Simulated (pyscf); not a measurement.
HO–Ta(OH)(F)(F)–F (SMILES [OH][Ta]([OH])([F])([F])[F]), singlet

Gas-phase minimum from PySCF at ωB97X-D3(BJ)/def2-SVP, one conformer. 

SMILES: [F][Ta]([OH])([F])([F])[OH]
```xyz
8

O      0.2001    -0.4379     0.9600
Ta    -1.2109    -0.5459    -0.2979
O     -0.9791    -2.3920    -0.5360
F     -0.8289    -0.1868    -2.0996
F     -1.4602     1.3293    -0.0670
F     -2.9594    -0.7673     0.3450
H      0.4493     0.3952     1.3804
H     -0.8696    -3.3337    -0.6652
```

Bonds (Å): O1–Ta2 1.893, O1–H7 0.966, Ta2–O3 1.876, Ta2–F4 1.876, Ta2–F5 1.906, Ta2–F6 1.876, O3–H8 0.957. Bond angles (°): Ta2–O1–H7 122.1, O1–Ta2–O3 92.8, O1–Ta2–F4 118.4, O1–Ta2–F5 87.8, O1–Ta2–F6 118.3, O3–Ta2–F4 92.4, O3–Ta2–F5 179.5, O3–Ta2–F6 92.4, F4–Ta2–F5 87.4, F4–Ta2–F6 122.8, F5–Ta2–F6 87.3, Ta2–O3–H8 179.3.

Properties at ωB97X-D3(BJ)/def2-SVP:

```yaml
harmonic_wavenumbers_unscaled: 83, 108, 183, 191, 250, 282, 285, 411, 427, 432, 603, 647, 698, 702, 742, 785, 3902, 4024 cm⁻¹
zero_point_energy: 21.1 kcal/mol
rotational_symmetry_number: 1
Entropy of this conformer at 298 K and 1 atm, rigid rotor and harmonic oscillator, modes under 100 cm⁻¹ raised to 100: 380.6 J/(mol K)
dipole_moment: 2.73 D
```

Single-point totals, which compare only within one level:

```csv
level,total energy (hartree)
ωB97X-D3(BJ)/def2-TZVP,-508.80011
PBE/def2-TZVP,-508.33889
r²SCAN/def2-TZVP,-508.58569
B3LYP-D3(BJ)/def2-TZVP,-508.76833
PBE0-D3(BJ)/def2-TZVP,-508.27973
M06-2X/def2-TZVP,-508.46164
ωB97M-D3(BJ)/def2-TZVP,-508.77254
```

Soft torsions are taken as harmonic, which can shift the entropy by several J/(mol K). Elements past Kr carry the def2 core potentials, without spin-orbit coupling.
